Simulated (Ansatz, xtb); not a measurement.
# GeH10Si3: which of two isomers lies lower

Structure a: `[SiH3][GeH]([SiH3])[SiH3]`, a singlet. Structure b: `[SiH3][SiH]([SiH3])[GeH3]`, a singlet. Both are isolated molecules in the gas phase, relaxed with B3LYP/6-31G*.

Energies in hartree; the thermal terms are from B3LYP/6-31G* harmonic frequencies (ideal gas, rigid rotor, one conformer each, 298.15 K, 1 atm) and include the zero-point energy:

|  | a | b |
| --- | --- | --- |
| E, CCSD(T)/def2-SVP | −2948.085909 | −2948.077078 |
| E, MP2/def2-SVP | −2947.994460 | −2947.984279 |
| E, MP2/def2-TZVPP | −2948.672672 | −2948.660021 |
| zero-point energy | 0.082968 | 0.082322 |
| H(298 K) − E | 0.094600 | 0.093801 |
| G(298 K) − E | 0.046324 | 0.044702 |

Correct the CCSD(T) difference for the basis set by the MP2 change, then work out ΔE, ΔE₀, ΔH and ΔG for a → b in kJ/mol (1 Eh = 2625.50 kJ/mol) and the equilibrium ratio [b]/[a].

1. Differences b − a: CCSD(T) +0.008831, MP2 in the small set +0.010181, MP2 in the large set +0.012651 Eh.
2. ΔE = +0.008831 + (+0.012651 − (+0.010181)) = +0.011301 Eh = +29.67 kJ/mol.
3. ΔE₀ = ΔE + ΔZPE = +0.011301 + (−0.000646) Eh = +27.97 kJ/mol.
4. ΔH = ΔE + (−0.000799) Eh = +27.57 kJ/mol.
5. ΔG = ΔE + (−0.001622) Eh = +25.41 kJ/mol, so ΔS = (ΔH − ΔG)/T = +7.2 J/(mol K).
6. kT = 0.9442 mEh, so K = [b]/[a] = exp(−ΔG/kT) = exp(−10.25) ≈ 3.5 × 10^−5.

Structure a is favoured at this temperature. An error of 4 kJ/mol in ΔG would change K by a factor of 5. Mirror images and further conformers aren't counted.

As drawn, b has 2 Si–Si, 2 Ge–H in place of 2 Ge–Si, 2 Si–H.

Other levels gave ΔE = +104.1 (GFN2-xTB); +29.9 (HF/STO-3G, GFN2-xTB geometries); +28.0 (r2SCAN-D4/def2-SVP, GFN2-xTB geometries); +30.8 (B3LYP/6-31G*); +27.0 (HF/def2-SVP); +26.7 (MP2/def2-SVP); +23.2 (CCSD(T)/def2-SVP) kJ/mol. The correlated steps freeze 24 core orbitals; the filled d shell of Ge is correlated, in a basis made for valence electrons. Programs: Ansatz 0.2.0, xtb 6.7.1.
